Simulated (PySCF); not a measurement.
Species: C₂H₁₁NSi₂.
Bonds: C1–C2, C2–N3, N3–Si4, N3–Si5. Hydrogens: H6, H7, H8 on C1; H9, H10 on C2; H11, H12, H13 on Si4; H14, H15, H16 on Si5.

The same species was optimised twice, with GFN2-xTB and with PBE0-D3(BJ)/def2-SVP (PySCF), and the same property calculations (PySCF, gas phase) were run on both structures.

| coordinate | GFN2-xTB | PBE0-D3(BJ)/def2-SVP | change |
| --- | --- | --- | --- |
| C2–N3 (Å) | 1.450 | 1.466 | +0.016 |
| C1–H7 (Å) | 1.087 | 1.101 | +0.014 |
| C1–H6 (Å) | 1.088 | 1.101 | +0.013 |
| C1–H8 (Å) | 1.087 | 1.101 | +0.014 |
| C2–H10 (Å) | 1.094 | 1.106 | +0.012 |
| C2–H9 (Å) | 1.094 | 1.105 | +0.011 |
| N3–Si4 (Å) | 1.736 | 1.745 | +0.009 |
| N3–Si5 (Å) | 1.736 | 1.744 | +0.008 |
| C1–C2 (Å) | 1.525 | 1.521 | -0.004 |
| H9–C2–H10 (°) | 107.8 | 105.1 | -2.7 |
| Si4–N3–Si5 (°) | 123.1 | 125.1 | +2.0 |
| C2–C1–H7 (°) | 110.0 | 111.2 | +1.2 |
| H7–C1–H8 (°) | 108.7 | 107.7 | -1.0 |
| C2–C1–H8 (°) | 110.0 | 111.0 | +1.0 |
| H6–C1–H7 (°) | 108.9 | 107.9 | -1.0 |
| H6–C1–H8 (°) | 108.9 | 108.0 | -0.9 |
| C1–C2–N3 (°) | 113.2 | 113.9 | +0.7 |
| C1–C2–N3–Si4 (°) | 81 | 84 | +3 |

Rotational constants: A = 2889, B = 2803, C = 1631 MHz (GFN2-xTB) against A = 2804, B = 2724, C = 1560 MHz (PBE0-D3(BJ)/def2-SVP). Atoms that the bonding makes alike are paired by their places after alignment. End groups have turned between the structures, so H11, H12, H13, H14, H15, H16 are left out of the comparison.

On the GFN2-xTB structure: lowest singlet, TDDFT (eV) 6.06 [CAM-B3LYP/def2-SVPD]; lowest triplet, Tamm–Dancoff (eV) 5.79 [CAM-B3LYP/def2-SVPD]; isotropic polarisability (au) 83.9 [CAM-B3LYP/def2-SVPD]; HOMO (eV) -8.22 [CAM-B3LYP/def2-SVPD]; LUMO (eV) 1.06 [CAM-B3LYP/def2-SVPD]; dipole (D) 0.76 [CAM-B3LYP/def2-SVPD]; HOMO (eV) -6.89 [PBE0/pcSseg-1]; LUMO (eV) 0.32 [PBE0/pcSseg-1]; dipole (D) 0.75 [PBE0/pcSseg-1]; GIAO shielding of C1 (ppm) 168.3 [PBE0/pcSseg-1]; GIAO shielding of C2 (ppm) 135.3 [PBE0/pcSseg-1]; GIAO shielding of N3 (ppm) 249.6 [PBE0/pcSseg-1]; GIAO shielding of Si4/Si5 (mean) (ppm) 395.1 [PBE0/pcSseg-1].

What do these properties become on the PBE0-D3(BJ)/def2-SVP structure?

| property | level | on GFN2-xTB | on PBE0-D3(BJ)/def2-SVP | change |
| --- | --- | --- | --- | --- |
| lowest singlet, TDDFT (eV) | CAM-B3LYP/def2-SVPD | 6.06 | 6.11 | +0.05 |
| lowest triplet, Tamm–Dancoff (eV) | CAM-B3LYP/def2-SVPD | 5.79 | 5.84 | +0.05 |
| isotropic polarisability (au) | CAM-B3LYP/def2-SVPD | 83.9 | 86.8 | +2.9 |
| HOMO (eV) | CAM-B3LYP/def2-SVPD | -8.22 | -8.33 | -0.11 |
| LUMO (eV) | CAM-B3LYP/def2-SVPD | 1.06 | 1.02 | -0.04 |
| dipole (D) | CAM-B3LYP/def2-SVPD | 0.76 | 0.90 | +0.14 |
| energy, GFN2-xTB geometry as zero (kcal/mol) | CAM-B3LYP/def2-SVPD | 0.0 | -2.5 | -2.5 |
| HOMO (eV) | PBE0/pcSseg-1 | -6.89 | -7.01 | -0.12 |
| LUMO (eV) | PBE0/pcSseg-1 | 0.32 | 0.29 | -0.03 |
| dipole (D) | PBE0/pcSseg-1 | 0.75 | 0.88 | +0.13 |
| energy, GFN2-xTB geometry as zero (kcal/mol) | PBE0/pcSseg-1 | 0.0 | -2.4 | -2.4 |
| GIAO shielding of C1 (ppm) | PBE0/pcSseg-1 | 168.3 | 168.1 | -0.2 |
| GIAO shielding of C2 (ppm) | PBE0/pcSseg-1 | 135.3 | 138.3 | +3.0 |
| GIAO shielding of N3 (ppm) | PBE0/pcSseg-1 | 249.6 | 251.6 | +2.0 |
| GIAO shielding of Si4/Si5 (mean) (ppm) | PBE0/pcSseg-1 | 395.1 | 396.3 | +1.2 |

The heavy atoms differ by 0.065 Å rms after alignment (one structure mirrored). Among the bonds compared C2–N3 changes most (+0.016 Å). Changes are differences of the printed values. Neither structure is proved a minimum here.

Conformer computed: `[CH3:1][CH2:2][N:3]([SiH3:4])[SiH3:5]`: C1–C2–N3–Si4 84°.
